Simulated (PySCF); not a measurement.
## A ladder of Hamiltonians for Os⁷⁴⁺ (osmium, charge +74)

Occupied: 1s1/2. Hartree-Fock calculated with PySCF 2.14 in an uncontracted even-tempered set (15 s from 21 bohr⁻², ratio 2.7; 13 p from 25 bohr⁻², ratio 2.7), Gaussian nucleus throughout. NR is non-relativistic, sf-X2C the spin-free one-electron X2C Hamiltonian, X2C adds the bare one-electron spin-orbit term, X2C-SNSO screens it by Boettger's factors, DC is four-component Dirac-Coulomb, and the Gaunt and Breit terms are added at first order (total energies over the DC spinors, levels after relaxing the spinors in that mean field). QED terms are absent. Levels marked empty are virtual spinors of this ion.

```csv
level (eV),NR,sf-X2C,X2C,X2C-SNSO
1s1/2,-77291.9,-84193.4,-84193.4,-84193.4
2s1/2 (empty),-18828.2,-20948.6,-20948.6,-20948.6
2p1/2 (empty),-18686.4,-19515.0,-20777.3,-20757.4
2p3/2 (empty),-18686.4,-19515.0,-19021.8,-19027.9
3s1/2 (empty),-8309.2,-9053.8,-9053.8,-9053.8
```

**Question.** Where do the four-component calculations put these levels?

**Answer.** 1s1/2: DC -84281.8, DC+Gaunt -84108.7, DC+Breit -84108.7; 2s1/2 (empty): DC -20958.8, DC+Gaunt -20939.0, DC+Breit -20941.4; 2p1/2 (empty): DC -20753.3, DC+Gaunt -20711.8, DC+Breit -20717.5; 2p3/2 (empty): DC -19034.5, DC+Gaunt -19014.8, DC+Breit -19020.5; 3s1/2 (empty): DC -9056.8, DC+Gaunt -9051.2, DC+Breit -9051.9 (eV).

| Hamiltonian | E (hartree) | E − E(DC) (hartree) | CPU seconds |
| --- | --- | --- | --- |
| NR | -5728.1216 | 520.3856 | 0.33 |
| sf-X2C | -6245.2343 | 3.2730 | 0.19 |
| X2C | -6245.2343 | 3.2730 | 0.19 |
| X2C-SNSO | -6245.2343 | 3.2730 | 0.19 |
| DC | -6248.5072 | 0.0000 | 3.2 |
| DC+Gaunt | -6242.1000 | 6.4072 | 5.1 |
| DC+Breit | -6242.1000 | 6.4072 | 50 |

Weight of the small component: 1s1/2 0.0831, 2s1/2 0.0206, 2p1/2 0.0205, 2p3/2 0.0187, 3s1/2 0.00899.

Koopmans' value for the highest occupied level at DC+Breit: 84108.7 eV, against an ionisation energy of 83976.18 ± 0.22 eV (theoretical estimate listed by NIST; NIST Atomic Spectra Database, ionization energies); the former lacks relaxation, correlation, QED and recoil.

The whole ladder took 60 s of wall time on 1 thread of Neoverse-N1 (shared host), launched as `OMP_NUM_THREADS=1 python relrun2.py TASK.json OUT` (a driver that calls PySCF for each Hamiltonian).
